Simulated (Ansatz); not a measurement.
Reaction (substitution at a C–In bond): `C=[CH][In]([CH3])[F]` + `O=C[SiH](O)O` → `CO[SiH](O)C=O` + `C=[CH][InH][F]`

Computed with Ansatz on PBE0-D4/def2-TZVP structures; ΔE is electronic, products minus reactants. CCSD(T)/CBS is the MP2 limit (def2-TZVPP, def2-QZVPP) plus CCSD(T) − MP2 in def2-TZVPP, frozen cores. def2 core potentials past Kr. For In outer-core shells are correlated without core-valence functions, which leaves a few kJ/mol of doubt a bond. Each species was taken in one conformer, which may not be the lowest.

| species | SCS-MP2/def2-QZVPP energy (Eh) |
| --- | --- |
| `C=[CH][In]([CH3])[F]` | -407.08111 |
| `O=C[SiH](O)O` | -555.00809 |
| `CO[SiH](O)C=O` | -594.22372 |
| `C=[CH][InH][F]` | -367.83130 |

(1) Work out ΔE.

Largest T1 diagnostic among the species: 0.015.

## Answers

(1) ΔE = (-594.22372) + (-367.83130) − (-407.08111) − (-555.00809) = 0.03418 Eh = +89.7 kJ/mol. CCSD(T)/CBS gives +90.0 kJ/mol.

In def2-TZVPP, CCSD(T) changes the Hartree–Fock value by +22.3 kJ/mol (the triples alone add +2.4 kJ/mol) and MP2 by +33.1 kJ/mol.
